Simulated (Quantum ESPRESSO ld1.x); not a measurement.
Cr I, 24 electrons, occupied as [Ar] 3d5 4s1. Method: Dirac Kohn-Sham, PBEsol, spin-unpolarised, spherical densities, point nucleus; open shells are shared between the two j in proportion to 2j + 1; computed with ld1.x of Quantum ESPRESSO 7.5.

Radial electron density D(r) = 4 pi r^2 rho(r):

| r (bohr) | D(r) (e/bohr) |
|---|---|
| 0.009409 | 6.964 |
| 0.01078 | 8.525 |
| 0.01235 | 10.34 |
| 0.01415 | 12.40 |
| 0.01621 | 14.69 |
| 0.01872 | 17.30 |
| 0.02145 | 19.87 |
| 0.02457 | 22.41 |
| 0.02815 | 24.75 |
| 0.03226 | 26.71 |
| 0.03696 | 28.10 |
| 0.04234 | 28.75 |
| 0.04851 | 28.58 |
| 0.05557 | 27.62 |
| 0.06367 | 26.06 |
| 0.07294 | 24.27 |
| 0.08424 | 22.67 |
| 0.09652 | 21.96 |
| 0.1106 | 22.42 |
| 0.1267 | 24.10 |
| 0.1451 | 26.66 |
| 0.1663 | 29.33 |
| 0.1905 | 31.12 |
| 0.2183 | 31.14 |
| 0.2501 | 28.95 |
| 0.2865 | 24.78 |
| 0.3309 | 19.30 |
| 0.3791 | 14.52 |
| 0.4343 | 11.36 |
| 0.4976 | 10.32 |
| 0.57 | 11.01 |
| 0.6531 | 12.39 |
| 0.7482 | 13.29 |
| 0.8572 | 13.01 |
| 0.9821 | 11.47 |
| 1.125 | 9.151 |
| 1.289 | 6.685 |
| 1.489 | 4.466 |
| 1.706 | 2.959 |
| 1.954 | 1.990 |
| 2.239 | 1.407 |
| 2.565 | 1.047 |
| 2.939 | 0.7949 |
| 3.367 | 0.5909 |
| 3.857 | 0.4147 |
| 4.419 | 0.2675 |
| 5.063 | 0.1557 |
| 5.847 | 0.07747 |
| 6.699 | 0.03519 |
| 7.675 | 0.01383 |
| 8.793 | 0.004588 |
| 10.07 | 0.001256 |
| 11.54 | 0.0002776 |

D(r) has 3 maxima, at r = 0.0441, 0.205, 0.779 bohr, and minima at 0.0981, 0.498 bohr, inside which lie 2.13, 10.55 electrons.
